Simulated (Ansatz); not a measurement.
**Which method gave which barrier?**

Saddle point of SiHClF$_{2}$, singlet (SiF₂ + HCl → SiHClF₂ ([F][SiH]([F])[Cl]); bonds formed: Si1–H4, Si1–Cl5; bonds broken: H4–Cl5), PBE0-D4/def2-TZVP structure:

```xyz
5
angstrom
Si 0.3164 -0.2834 0.4929
F -1.0163 -0.4732 1.3263
F 0.4973 -1.6343 -0.3127
H 0.6675 1.1504 -0.1985
Cl -0.4649 1.2406 -1.3079
```

Ansatz 0.2.0; basis: def2-TZVPP, with def2-QZVPP for the basis limit; cores frozen in the correlated methods. B3LYP uses VWN-RPA correlation. Extrapolation: Hartree–Fock as exp(−7.88 √X), correlation as X^−2.97. Four methods, as single points on the PBE0-D4 structures, gave these electronic barriers from the start structure: 49.6, 77.2, 92.3, 141.4 kJ/mol.

The methods were, in alphabetical order, B3LYP-D4, CCSD(T), HF, PBE-D4. Which gave which? (Judge from chemistry; the calculation decides.)

By the calculation: PBE-D4 49.6; B3LYP-D4 77.2; CCSD(T) 92.3; HF 141.4 kJ/mol. For comparison, CCSD(T) at an estimated basis limit (MP2 extrapolated from triple and quadruple zeta, plus CCSD(T) − MP2 in triple zeta) gives 85.9 kJ/mol.

T1 diagnostic: at most 0.015. The restricted Hartree–Fock reference is unstable towards an unrestricted one at one or more of these structures.

Losses and insertions of silylenes and their heavier kin drive the gas-phase chemistry of silicon and germanium vapour deposition.

Labels in which every atom is bracketed show which atoms are joined, not bond orders.

For scale, one of the runs: CCSD(T)/def2-TZVPP, 160 basis functions, launched by `ansatz run in.yaml --threads 2 --pin off --events-out ev --progress --plain --max-ram 4352MiB`. Time: 34 s of wall clock on 2 CPU threads of an Arm Neoverse V2; the host was shared. Peak host memory: 1.2 GiB.
